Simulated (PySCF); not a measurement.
Species: C₃H₆AsN.
Numbering: `[CH3:1][C@H:2]([AsH2:3])[C:4]#[N:5]` (hydrogens: H6, H7, H8 on C1; H9 on C2; H10, H11 on As3)

Level: B3LYP/def2-SVPD in PySCF, non-relativistic, on one gas-phase PBE0-D3(BJ)/def2-SVP geometry that isn't relaxed in the solvent. The solvent is an IEF-PCM continuum (van der Waals radii × 1.2). Specific hydrogen bonds and non-electrostatic terms are outside this model. Spin–orbit coupling is left out although an atom past zinc is present.

Gas phase at B3LYP/def2-SVPD: HOMO -7.73 eV, LUMO -0.75 eV, dipole 4.14 D.

Task: What does the continuum do to the energy, the frontier levels and the dipole at B3LYP/def2-SVPD in benzene?

Result: 
```csv
solvent,ε,E(solvent) − E(gas) (kcal/mol),polarisation term (kcal/mol),distortion of the solute (kcal/mol),HOMO (eV),LUMO (eV),dipole (D)
benzene,2.271,-3.16,-3.53,0.37,-7.54,-0.55,4.78
```

Polarisation term: ½ Σ q·V over the induced surface charges. Distortion: the rise of the solute's own energy as its density leaves the gas-phase optimum.

Task: Which radius a makes the point-dipole formula ΔE = −[(ε − 1)/(2ε + 1)]·μ²/a³ give the value in benzene, with the gas-phase dipole?

Result: μ = 1.628 au and |ΔE| = 0.00504 Eh give a = 2.61 Å; the farthest nucleus lies 2.84 Å from the centroid of the nuclei, so such a sphere wouldn't even hold the nuclei. The formula assumes a rigid point dipole at the centre of a sphere.

Task: How does the static polarisability (B3LYP/def2-SVPD, frozen core, with the continuum's full static response) change?

Result: 
```csv
medium,isotropic (au),principal values (au),⟨r²⟩ of the electrons (bohr²)
gas,72.7,"60.0, 72.1, 85.9",753.1
benzene,84.4,"69.9, 83.3, 100.1",753.9
```

The isotropic value in benzene is 1.16 times the gas-phase one; no cavity-field correction is applied. ⟨r²⟩ is taken about the centre of nuclear charge.

Time: 13 s; peak memory 0.77 GiB. Hardware: AMD EPYC 7B13, one thread (shared host). This is the whole response run at B3LYP/def2-SVPD in benzene, SCF included.

Shape of the structure used: `[CH3:1][C@H:2]([AsH2:3])[C:4]#[N:5]`: H–As3–C2–C1 43°, H–As3–C2–C1 -49°.
